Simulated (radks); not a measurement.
Question: These are the eigenvalues of the occupied orbitals of an atom or ion with whole-number occupations (eV). Method: scalar-relativistic Kohn-Sham, PBEsol, spin-polarised, spherical densities, point nucleus; computed with a radial shooting solver on a logarithmic mesh with Libxc functionals.

1s: -10114.56

Which element is it, and in what charge state? The configuration may be excited. Open shells, if any, are filled with parallel spins first.

Answer: Z = 28, nickel, charge +26: Ni26+ in [He]. The 1s level, -371.7 hartree, gives Z - s = 27.3 by -(Z - s)^2/2, which with screening and relativity narrows Z to a few neighbours, and with so few levels the electron count can be read from the list.
